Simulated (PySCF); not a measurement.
C4H4N2. Atoms are numbered in the order given.

```xyz
10

C      0.0000     0.0000    -1.3534
C      0.0000    -1.1827    -0.6181
N      0.0000    -1.1894     0.7122
C      0.0000     0.0000     1.3074
N      0.0000     1.1894     0.7122
C      0.0000     1.1827    -0.6181
H      0.0000     0.0000    -2.4449
H      0.0000    -2.1585    -1.1184
H      0.0000     0.0000     2.4042
H      0.0000     2.1585    -1.1184
```
Charge 0, spin multiplicity 1.

Geometry: PBE0-D3(BJ)/def2-SVP.

Computed with SMD-M06-2X/def2-SVP in PySCF.

Solvation free energies are E(SMD) − E(gas) at the gas-phase geometry, for 1 M in both phases. In vacuum the dipole moment is 2.29 D.

Computed solvation free energies in water, chlorobenzene, ethanol:
```json
[
 {"solvent": "water", "ΔG(solv) (kcal/mol)": "-6.6", "its non-electrostatic (CDS) part": "-0.1", "dipole (D)": "3.16"},
 {"solvent": "chlorobenzene", "ΔG(solv) (kcal/mol)": "-7.8", "its non-electrostatic (CDS) part": "-2.9", "dipole (D)": "2.93"},
 {"solvent": "ethanol", "ΔG(solv) (kcal/mol)": "-6.7", "its non-electrostatic (CDS) part": "-0.6", "dipole (D)": "3.12"}
]
```
